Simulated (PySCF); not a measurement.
A structure optimised at r2SCAN-D4/def2-TZVP, used in a PySCF frequency run:

```
O
B 1 1.3507
H 2 1.1980 1 117.90
H 2 1.2036 3 122.16 1 180.00
Si 1 1.6594 2 132.48 3 180.00
H 5 1.4804 1 107.91 2 120.60
H 5 1.4804 6 109.97 1 -117.48
H 5 1.4841 6 110.34 7 -121.95
```

Write its SMILES, formula and point group.

BO[SiH3], BH5OSi, Cs

What are its rotational constants (standard atomic weights)?

42.616, 5.8012, 5.4314 GHz
